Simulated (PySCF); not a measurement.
PySCF input for C3H5BN2O, SMILES OB(/C=N\C#N)C, TDA-B3LYP/def2-SVPD. The structure is a stationary point at PBE0-D3(BJ)/def2-SVP. The structure was generated by enumeration; whether it is a known compound was not checked. Other conformers were not sampled.

```python
import numpy as np
from pyscf import gto, scf, dft, tdscf

mol = gto.M(
    atom='''
    C    -1.58889996   -0.69674598   -0.00000000
    B    -0.11440531   -1.20281069   -0.00000000
    O     0.13865365   -2.53077661   -0.00000000
    C     1.16584847   -0.23516487    0.00000000
    N     1.21581439    1.04707393   -0.00000000
    C     0.15130022    1.84099186   -0.00000000
    N    -0.68271277    2.65482666    0.00000000
    H    -1.78937102   -0.05423327    0.87377807
    H    -2.30232791   -1.53252474   -0.00000000
    H    -1.78937102   -0.05423327   -0.87377806
    H     1.07456420   -2.76163033    0.00000001
    H     2.16809940   -0.70490219   -0.00000000
    ''',
    basis='def2-SVPD',
    charge=0,
    spin=0,
    symmetry=True,
    max_memory=1600,
    verbose=4,
)
mf = dft.RKS(mol, xc='b3lyp').density_fit(auxbasis='def2-universal-jkfit')
mf.grids.level = 3
mf.conv_tol = 1e-9
mf.max_cycle = 100
mf.kernel()
mf.grids = dft.Grids(mol).set(level=1).build(with_non0tab=True)  # coarser grid for the response kernel
td = tdscf.TDA(mf)
td.singlet = True
td.nstates = 10
td.conv_tol = 1e-4
td.positive_eig_threshold = 1e-6
td.kernel(x0=td.get_init_guess(mf, 15))
td.analyze()
tt = tdscf.TDA(mf)
tt.singlet = False
tt.nstates = 4
tt.conv_tol = 1e-4
tt.positive_eig_threshold = 1e-6
tt.kernel(x0=tt.get_init_guess(mf, 9))
tt.analyze(verbose=3)
```

Program output:

```
PySCF version 2.14.0

[INPUT] verbose = 4
[INPUT] num. atoms = 12
[INPUT] num. electrons = 50
[INPUT] charge = 0
[INPUT] spin (= nelec alpha-beta = 2S) = 0
[INPUT] symmetry True subgroup None
[INPUT] Mole.unit = angstrom
[INPUT] Symbol           X                Y                Z      unit          X                Y                Z       unit  Magmom
[INPUT]  1 C     -1.588899960000  -0.696745980000   0.000000000000 AA   -3.002585763732  -1.316659080592   0.000000000000 Bohr   0.0
[INPUT]  2 B     -0.114405310000  -1.202810690000   0.000000000000 AA   -0.216194703096  -2.272982783799   0.000000000000 Bohr   0.0
[INPUT]  3 O      0.138653650000  -2.530776610000   0.000000000000 AA    0.262017424671  -4.782474675355   0.000000000000 Bohr   0.0
[INPUT]  4 C      1.165848470000  -0.235164870000   0.000000000000 AA    2.203134311043  -0.444397198419   0.000000000000 Bohr   0.0
[INPUT]  5 N      1.215814390000   1.047073930000   0.000000000000 AA    2.297556215405   1.978682959872   0.000000000000 Bohr   0.0
[INPUT]  6 C      0.151300220000   1.840991860000   0.000000000000 AA    0.285915978386   3.478970412954   0.000000000000 Bohr   0.0
[INPUT]  7 N     -0.682712770000   2.654826660000   0.000000000000 AA   -1.290140157043   5.016895295594   0.000000000000 Bohr   0.0
[INPUT]  8 H     -1.789371020000  -0.054233270000   0.873778070000 AA   -3.381421163034  -0.102486027140   1.651201245951 Bohr   0.0
[INPUT]  9 H     -2.302327910000  -1.532524740000   0.000000000000 AA   -4.350769198842  -2.896052037720   0.000000000000 Bohr   0.0
[INPUT] 10 H     -1.789371020000  -0.054233270000  -0.873778060000 AA   -3.381421163034  -0.102486027140  -1.651201227054 Bohr   0.0
[INPUT] 11 H      1.074564200000  -2.761630330000   0.000000010000 AA    2.030632041262  -5.218724980992   0.000000018897 Bohr   0.0
[INPUT] 12 H      2.168099400000  -0.704902190000   0.000000000000 AA    4.097114076834  -1.332072083706   0.000000000000 Bohr   0.0

nuclear repulsion = 247.641541869365
point group symmetry = Cs
symmetry origin: [7.55890532e-10 2.26767124e-09 7.55890447e-10]
symmetry axis x: [ 1.00000000e+00 -2.04979021e-09 -1.34104272e-10]
symmetry axis y: [-2.04979021e-09 -1.00000000e+00  1.90242082e-10]
symmetry axis z: [1.34104273e-10 1.90242078e-10 1.00000000e+00]
num. orbitals of irrep A' = 126
num. orbitals of irrep A" = 57
number of shells = 77
number of NR pGTOs = 263
number of NR cGTOs = 183
basis = def2-SVPD
ecp = {}


[settings echo left out]
init E= -327.452747150495
HOMO (A') = -0.294468287743042  LUMO (A") = -0.161056716158704  gap/eV = 3.63031
cycle= 1 E= -326.552042566412  delta_E= 0.901  |g|= 0.83  |ddm|= 6.36
HOMO (A') = -0.242040008651737  LUMO (A") = -0.130332672482956  gap/eV = 3.03971
cycle= 2 E= -326.012023507035  delta_E= 0.54  |g|= 1.75  |ddm|= 2.61
HOMO (A') = -0.26836866694457  LUMO (A") = -0.108370936898301  gap/eV = 4.35376
cycle= 3 E= -326.68410825173  delta_E= -0.672  |g|= 0.286  |ddm|= 1.89
HOMO (A') = -0.285448987472625  LUMO (A") = -0.125322277411186  gap/eV = 4.35727
cycle= 4 E= -326.701404432354  delta_E= -0.0173  |g|= 0.112  |ddm|= 0.522
HOMO (A') = -0.288574473231219  LUMO (A") = -0.125597886140538  gap/eV = 4.43482
cycle= 5 E= -326.703612268595  delta_E= -0.00221  |g|= 0.0482  |ddm|= 0.153
HOMO (A') = -0.287266232046052  LUMO (A") = -0.123193957674008  gap/eV = 4.46463
cycle= 6 E= -326.704122037735  delta_E= -0.00051  |g|= 0.00524  |ddm|= 0.0498
HOMO (A') = -0.286388379595476  LUMO (A") = -0.122764062697071  gap/eV = 4.45244
cycle= 7 E= -326.704127659278  delta_E= -5.62e-06  |g|= 0.00297  |ddm|= 0.0132
HOMO (A') = -0.286637265136052  LUMO (A") = -0.122789850965961  gap/eV = 4.45852
cycle= 8 E= -326.70412974021  delta_E= -2.08e-06  |g|= 0.00102  |ddm|= 0.00631
HOMO (A') = -0.286640106828309  LUMO (A") = -0.122831217658508  gap/eV = 4.45747
cycle= 9 E= -326.704129963388  delta_E= -2.23e-07  |g|= 0.000243  |ddm|= 0.002
HOMO (A') = -0.286638671244978  LUMO (A") = -0.122819795011909  gap/eV = 4.45774
cycle= 10 E= -326.704129975633  delta_E= -1.22e-08  |g|= 7.17e-05  |ddm|= 0.000564
HOMO (A') = -0.286637483108351  LUMO (A") = -0.12281385442621  gap/eV = 4.45787
cycle= 11 E= -326.704129976639  delta_E= -1.01e-09  |g|= 4.05e-05  |ddm|= 0.00018
HOMO (A') = -0.286639326959667  LUMO (A") = -0.122817008283706  gap/eV = 4.45783
cycle= 12 E= -326.704129977042  delta_E= -4.03e-10  |g|= 5.75e-06  |ddm|= 6.77e-05
HOMO (A') = -0.286639734850886  LUMO (A") = -0.122816402628728  gap/eV = 4.45786
Extra cycle  E= -326.704129977012  delta_E= 2.96e-11  |g|= 1.27e-05  |ddm|= 2.38e-05
converged SCF energy = -326.704129977012
tot grids = 48504
Overwritten attributes  positive_eig_threshold  of <class 'pyscf.tdscf.rks.TDA'>


******** <class 'pyscf.tdscf.rks.TDA'> for <class 'pyscf.df.df_jk.DFSymAdaptedRKS'> ********
nstates = 10 singlet
deg_eia_thresh = 1.000e-03
wfnsym = None
conv_tol = 0.0001
eigh lindep = 1e-12
eigh level_shift = 0
eigh max_cycle = 100


Excitation energies (eV)
[3.11421151 4.96032901 5.54078146 5.91261315 6.26480803 6.46971293
 6.58284059 6.69603134 6.88314583 7.07919999]

** Singlet excitation energies and oscillator strengths **
Excited State   1:   A"      3.11421 eV    398.12 nm  f=0.0005
      25 -> 26       -0.70457
Excited State   2:   A"      4.96033 eV    249.95 nm  f=0.0008
      23 -> 26        0.70088
Excited State   3:   A'      5.54078 eV    223.77 nm  f=0.2503
      16 -> 26       -0.12755
      24 -> 26       -0.64760
      25 -> 29        0.13123
      25 -> 31       -0.10268
Excited State   4:   A"      5.91261 eV    209.69 nm  f=0.0036
      20 -> 26       -0.18564
      22 -> 26        0.67927
Excited State   5:   A"      6.26481 eV    197.91 nm  f=0.0021
      20 -> 26       -0.67514
      22 -> 26       -0.18812
Excited State   6:   A'      6.46971 eV    191.64 nm  f=0.0069
      25 -> 27       -0.69881
Excited State   7:   A'      6.58284 eV    188.34 nm  f=0.0333
      18 -> 26       -0.10883
      21 -> 26        0.68858
Excited State   8:   A"      6.69603 eV    185.16 nm  f=0.0013
      19 -> 26       -0.69544
      25 -> 28       -0.10967
Excited State   9:   A"      6.88315 eV    180.13 nm  f=0.0001
      17 -> 26       -0.10816
      19 -> 26        0.11050
      25 -> 28       -0.68024
Excited State  10:   A"      7.07920 eV    175.14 nm  f=0.0002
      17 -> 26        0.69403
      25 -> 28       -0.10685

** Transition electric dipole moments (AU) **
state          X           Y           Z        Dip. S.      Osc.
  1         0.0000      0.0000      0.0804      0.0065      0.0005
  2         0.0000      0.0000      0.0831      0.0069      0.0008
  3        -0.3100      1.3221     -0.0000      1.8441      0.2503
  4        -0.0000     -0.0000      0.1569      0.0246      0.0036
  5        -0.0000     -0.0000     -0.1168      0.0136      0.0021
  6         0.2070      0.0280      0.0000      0.0436      0.0069
  7        -0.2881      0.3514     -0.0000      0.2065      0.0333
  8         0.0000      0.0000      0.0903      0.0082      0.0013
  9        -0.0000     -0.0000      0.0240      0.0006      0.0001
 10        -0.0000      0.0000     -0.0341      0.0012      0.0002

** Transition velocity dipole moments (imaginary part, AU) **
state          X           Y           Z        Dip. S.      Osc.
  1        -0.0000      0.0000     -0.0028      0.0000      0.0000
  2        -0.0000      0.0000      0.0102      0.0001      0.0004
  3         0.0247      0.0313      0.0000      0.0016      0.0052
  4         0.0000      0.0000     -0.0075      0.0001      0.0002
  5         0.0000      0.0000      0.0186      0.0003      0.0010
  6         0.0609     -0.0024     -0.0000      0.0037      0.0104
  7        -0.0404      0.0189     -0.0000      0.0020      0.0055
  8         0.0000      0.0000     -0.0251      0.0006      0.0017
  9         0.0000      0.0000      0.0084      0.0001      0.0002
 10         0.0000     -0.0000      0.0107      0.0001      0.0003

** Transition magnetic dipole moments (imaginary part, AU) **
state          X           Y           Z
  1        -0.3081      0.6711     -0.0000
  2         0.1557     -0.2214     -0.0000
  3         0.0000     -0.0000     -0.5766
  4        -0.2211      0.0745      0.0000
  5         0.2409      0.8156      0.0000
  6         0.0000     -0.0000     -0.0986
  7        -0.0000      0.0000      0.0484
  8        -0.2590      0.1056     -0.0000
  9        -0.2207      0.6803      0.0000
 10         0.2472     -0.2375     -0.0000


******** <class 'pyscf.tdscf.rks.TDA'> for <class 'pyscf.df.df_jk.DFSymAdaptedRKS'> ********
nstates = 4 triplet
deg_eia_thresh = 1.000e-03
wfnsym = None
conv_tol = 0.0001
eigh lindep = 1e-12
eigh level_shift = 0
eigh max_cycle = 100


Excitation energies (eV)
[2.56218608 3.40151879 4.62837736 5.36941214]

** Triplet excitation energies and oscillator strengths **
Excited State   1:   A"      2.56219 eV    483.90 nm  f=0.0000
Excited State   2:   A'      3.40152 eV    364.50 nm  f=0.0000
Excited State   3:   A"      4.62838 eV    267.88 nm  f=0.0000
Excited State   4:   A"      5.36941 eV    230.91 nm  f=0.0000
```

The run converged.
